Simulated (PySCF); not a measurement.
A structure optimised at PBE-D3(BJ)/def2-SVP, used in a PySCF frequency run:

```
Al
C 1 1.9532
H 2 1.1090 1 111.73
H 2 1.1091 3 108.31 1 -123.41
H 2 1.1107 3 107.40 4 -115.66
S 1 2.2083 2 119.35 3 28.45
H 6 1.3622 1 95.41 2 178.40
S 1 2.2083 2 119.32 3 -152.25
H 8 1.3622 1 95.40 2 -178.37
```
Charge 0, spin multiplicity 1.

Task: Write its SMILES and formula.

Result: [CH3][Al]([SH])[SH], CH5AlS2

Task: What are its rotational constants (standard atomic weights)?

Result: 3.8089, 2.0656, 1.3508 GHz
